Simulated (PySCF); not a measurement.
W(O)(S)(NH2)(OSiH3) (H5NO2SSiW), SMILES [NH2][W](=[O])(=[S])[O][SiH3], multiplicity 1. Geometry: PBE-D3(BJ)/def2-SVP. The spin state was assumed, not searched. The structure was generated by enumeration; whether it is a known compound was not checked. The def2 effective core potentials stand for the cores of W; spin–orbit coupling is left out. One conformer was computed; it need not be the lowest.

Question: Give the equilibrium geometry at PBE-D3(BJ)/def2-SVP (PySCF confirms it by a frequency run) as bond lengths and angles. (Estimate from the structure and the level; the computed values follow.)

Answer: Several could match; the one computed here: 
Atoms: W1 O2 S3 N4 H5 H6 O7 Si8 H9 H10 H11. Bond lengths (Å): W1–O2 1.724, W1–S3 2.166, W1–N4 1.945, W1–O7 1.890, N4–H5 1.025, N4–H6 1.025, O7–Si8 1.690, Si8–H9 1.501, Si8–H10 1.502, Si8–H11 1.501. Angles (°): O2–W1–S3 110.4, O2–W1–N4 107.0, O2–W1–O7 109.9, S3–W1–N4 108.2, S3–W1–O7 109.6, N4–W1–O7 111.7, W1–N4–H5 124.8, W1–N4–H6 123.1, H5–N4–H6 111.2, W1–O7–Si8 157.1, O7–Si8–H9 107.8, O7–Si8–H10 109.0, O7–Si8–H11 108.9, H9–Si8–H10 110.4, H9–Si8–H11 110.1, H10–Si8–H11 110.5.
